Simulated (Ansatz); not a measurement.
# One arrangement of a pair

The pair of CH₃F (SMILES CF, atoms 1–5) and SbH₃ (SMILES [SbH3], atoms 6–9), both closed shells, in one local arrangement (a lower one may exist), relaxed at PBE0-D4/def2-TZVP:

```
9
angstrom
C 0.1129 -0.2613 -1.7161
F -1.0572 0.2040 -1.1497
H 0.2682 -1.2967 -1.4066
H 0.9432 0.3586 -1.3722
H 0.0240 -0.2026 -2.8026
Sb -0.7686 0.4980 2.0848
H -0.1821 -1.0175 1.5599
H 0.1638 0.3971 3.5181
H 0.4959 1.3205 1.2844
```

Ansatz 0.2.0; basis: def2-TZVPPD, with def2-QZVPPD for the basis limit; cores frozen in the correlated methods. Filled d shells of the heavier atoms are correlated. Core potentials replace the inner electrons of the atoms past krypton. The def2 sets are not built for correlating such inner shells, so the correlated values are less sure here. B3LYP uses VWN-RPA correlation. Extrapolation: Hartree–Fock as exp(−7.88 √X), correlation as X^−2.97. Interaction energies count from these two fragments, frozen as in the pair, with the counterpoise correction; negative means bound.

Task: What is the interaction energy by CCSD(T) at an estimated basis limit (MP2 extrapolated from triple and quadruple zeta, plus CCSD(T) − MP2 in triple zeta)? (To be estimated.)

Result: By the calculation: -1.98 kcal/mol. Hartree–Fock alone gives -0.13 kcal/mol at the basis limit. It counts from the two fragments frozen as in the pair.

The same quantity by other methods in triple zeta, and each one's difference from that estimate:
| method | E_int (kcal/mol) | difference |
| --- | --- | --- |
| PBE-D4 | -2.11 | -0.13 |
| revPBE-D4 | -1.91 | 0.07 |
| BLYP-D4 | -1.98 | 0.00 |
| r2SCAN-D4 | -1.97 | 0.01 |
| B97M-V | -2.26 | -0.28 |
| PBE0-D4 | -2.01 | -0.03 |
| B3LYP-D4 | -2.11 | -0.13 |
| HSE06-D4 | -1.99 | -0.01 |
| wB97X-V | -2.12 | -0.14 |
| wB97M-V | -2.13 | -0.16 |
| B2PLYP | -1.00 | 0.98 |
| HF | -0.12 | 1.86 |
| MP2 | -1.79 | 0.18 |
| CCSD | -1.46 | 0.52 |
| CCSD(T) | -1.71 | 0.27 |
Differences are method less estimate.

Task: Which atoms make the shortest contact between the fragments?

Result: H4 and H9, 2.86 Å apart.

Basis-set superposition shift (counterpoise-corrected less uncorrected): CCSD(T) 0.76; MP2 0.76; HF 0.03; PBE0-D4 0.04; wB97M-V 0.05 kcal/mol.

No T1 diagnostic of these runs exceeds 0.015.

For scale, one of the runs: CCSD(T)/def2-TZVPPD, 235 basis functions, launched by `ansatz run in.yaml --threads 4 --pin off --events-out ev --progress --plain --max-ram 9574MiB`. Time: 2 min of wall clock on 4 CPU threads of an Arm Neoverse V2; the host was shared. Peak host memory: 4.8 GiB.
